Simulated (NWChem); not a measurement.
Species: SiNH₄F; SMILES F[SiH2]N

```xyz
7

Si     0.4602     0.0476     0.0000
N     -0.4203    -1.4325     0.0000
F     -0.4703     1.4070     0.0000
H      1.2728     0.0956    -1.2564
H      1.2728     0.0956     1.2564
H     -0.9072    -1.7468     0.8423
H     -0.9072    -1.7468    -0.8423
```
Atoms are numbered in this order, from 1.

Computed with NWChem. Geometry: optimised at PBE-D3(BJ)/def2-SVP.

Problem. Predict the results for OLYP/def2-TZVP. Quantities: highest occupied level (eV); orbital gap (eV); dipole (D).

Solution. 
- highest occupied level (eV) = -6.49
- orbital gap (eV) = 6.12
- dipole (D) = 1.90
